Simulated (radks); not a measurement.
Fractional charge and spin in the 3p shell of titanium: the spin-up occupation runs from 2 to 3 and the spin-down occupation from 2 to 3; the fullest corner is Ti3+, [Ne] 3s2 3d(up 0.5, down 0.5) 3p(up 3, down 3). All-electron calculation, non-relativistic Kohn-Sham, PBE, spin-polarised, spherical densities, point nucleus. Program: a radial shooting solver on a logarithmic mesh with Libxc functionals. Energy (eV) above the fullest corner. The planes named below are the two flat planes that join the four corners, with an edge along up + down = one added electron.

| down \ up | 2 | 2.25 | 2.5 | 2.75 | 3 |
|---|---|---|---|---|---|
| 2 | 180.732 | 153.688 | 127.895 | 103.341 | 80.011 |
| 2.25 | 153.688 | 127.996 | 103.537 | 80.298 | 58.262 |
| 2.5 | 127.895 | 103.537 | 80.393 | 58.449 | 37.688 |
| 2.75 | 103.341 | 80.298 | 58.449 | 37.779 | 18.273 |
| 3 | 80.011 | 58.262 | 37.688 | 18.273 | 0.000 |

Corners above the fullest one (they belong to Ti4+ and the next ion): (up 3, down 2) 80.011 eV, (up 2, down 3) 80.011 eV, (up 2, down 2) 180.73 eV. With half an added electron in each spin the energy lies 0.382 eV from the planes, and with half an added electron in spin up alone -2.476 eV. The planes are only a guide here: the flat-plane condition holds for ground states with one frontier orbital, while this shell lies below other occupied shells, so the corners above the fullest one are inner-hole states and not the ground states of those ions.
